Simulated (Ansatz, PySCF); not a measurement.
Species: C₄H₆S, charge 0, multiplicity 1. 
Structure (B3LYP-D3(BJ)/def2-TZVP (Ansatz, a quantum-chemistry and plane-wave program) minimum search):
```xyz
11

C     -1.3436     0.0597    -0.0770
C     -0.7208    -1.3022    -0.0537
C      0.6008    -1.3627     0.0220
C      1.3435    -0.0632     0.0769
S      0.0562     1.2477     0.0148
H     -1.9152     0.2296    -0.9922
H     -2.0168     0.2132     0.7694
H     -1.3523    -2.1815    -0.0983
H      1.1506    -2.2959     0.0451
H      1.9270     0.0329     0.9953
H      2.0287     0.0492    -0.7663
```
Charge 0, spin multiplicity 1.

Property: vertical ionisation energy (to the doublet state of charge +1; each state is the SCF solution reached for its spin), in eV. Valence correlation only, unless marked. UHF or UKS for open shells. No spin-orbit coupling. Non-relativistic. 

```json
[
 {"level": "HF/aug-cc-pV(T+d)Z", "program": "Ansatz", "vertical ionisation energy (eV)": "7.47"},
 {"level": "SVWN5/def2-TZVPD", "program": "Ansatz", "vertical ionisation energy (eV)": "8.30"},
 {"level": "B3LYP/def2-TZVPD", "program": "Ansatz", "vertical ionisation energy (eV)": "8.39"},
 {"level": "CAM-B3LYP/def2-TZVPD", "program": "Ansatz", "vertical ionisation energy (eV)": "8.50"},
 {"level": "B2PLYP/def2-TZVPD", "program": "Ansatz", "vertical ionisation energy (eV)": "8.45"},
 {"level": "MP2/aug-cc-pV(D+d)Z", "program": "Ansatz", "vertical ionisation energy (eV)": "8.56"},
 {"level": "RI-MP2/aug-cc-pV(T+d)Z", "program": "Ansatz", "vertical ionisation energy (eV)": "8.71"},
 {"level": "SCS-MP2/aug-cc-pV(D+d)Z", "program": "Ansatz", "vertical ionisation energy (eV)": "8.52"},
 {"level": "CCSD(T)/aug-cc-pV(D+d)Z", "program": "Ansatz", "vertical ionisation energy (eV)": "8.43"}
]
```

For comparison, minus the highest occupied orbital energy (PySCF): 5.61 eV at TPSSh/def2-TZVPD, 4.90 eV at BLYP/def2-TZVPD, 9.03 eV at HF/def2-TZVPD.
